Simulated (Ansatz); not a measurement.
Consider the formal exchange of groups at a B–C bond: `BCCBr` + `C[SiH2]F` → `BC[SiH2]F` + `CCBr`.

Calculated with Ansatz (gas phase, PBE0-D4/def2-TZVP geometries, no zero-point term in ΔE). CCSD(T)/CBS is the MP2 limit (def2-TZVPP, def2-QZVPP) plus CCSD(T) − MP2 in def2-TZVPP, frozen cores. DFT in def2-TZVPP. B3LYP here is the variant with VWN-RPA as its local correlation; programs differ in this. For Br outer-core shells are correlated without core-valence functions, which leaves a few kJ/mol of doubt a bond. Scalar relativity is left out up to krypton. One conformer a species, not always the lowest.

(1) Is it downhill or uphill in electronic energy at CCSD(T)/CBS, and by how much? (Best estimate.)

(2) What do these levels give: ωB97X-V, PBE0, B3LYP, SCS-MP2/def2-TZVPP, CCSD/def2-TZVPP, HF/CBS(def2)? (An estimate is asked.)

Largest T1 diagnostic among the species: 0.011.

## Answers

(1) Computed: Downhill: ΔE = -0.16 eV.

(2) Ansatz gave: ωB97X-V -0.16, PBE0 -0.19, B3LYP -0.18, SCS-MP2/def2-TZVPP -0.16, CCSD/def2-TZVPP -0.16, HF/CBS(def2) -0.15 eV.
